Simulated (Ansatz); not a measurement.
A made-up structure of CH5Ge (charge -1), closed shell:

| atom | x (Å) | y (Å) | z (Å) |
| --- | --- | --- | --- |
| C1 | -0.1329 | -1.2653 | -0.1362 |
| Ge2 | 0.1476 | 0.5987 | -0.0813 |
| H3 | -1.2064 | -1.5002 | -0.1564 |
| H4 | 0.3254 | -1.7569 | 0.7333 |
| H5 | 0.2828 | -1.7736 | -0.9684 |
| H6 | -0.3574 | 1.6005 | 1.0774 |
| H7 | 1.6709 | 0.9842 | -0.1034 |

It is relaxed with PBE-D4/def2-SVPD and then PBE0-D4/def2-TZVPD (Ansatz 0.2.0). Atoms count as bonded within 1.22 times the sum of their covalent radii (H–H: 0.88 Å). The end point is not checked to be a true minimum.

(1) Does its bonding change? (A judgement: the text doesn't fix the answer.)

Results:

(1) The calculation gives: No: no bond forms or breaks.

Where it ends: The first stage lowers the energy by 1.24 eV in 6 steps. It ends as CH₅Ge ([CH3][GeH2]), total charge -1:
```
7
angstrom
C -0.1324 -1.2116 -0.1090
Ge 0.0855 0.8180 -0.3877
H -1.1986 -1.4641 -0.0834
H 0.3312 -1.5812 0.8112
H 0.3115 -1.7454 -0.9571
H -0.3323 1.2228 1.1234
H 1.6649 0.8490 -0.0324
```

Labels in which every atom is bracketed show which atoms are joined, not bond orders.

For scale, one of the runs: PBE0-D4/def2-TZVPD relaxation, 136 basis functions, launched by `ansatz run in.yaml --threads 2 --pin off --events-out ev --progress --plain --max-ram 4352MiB`. Hardware: 2 CPU threads of an Arm Neoverse V1, shared host. Wall time about 14 s.
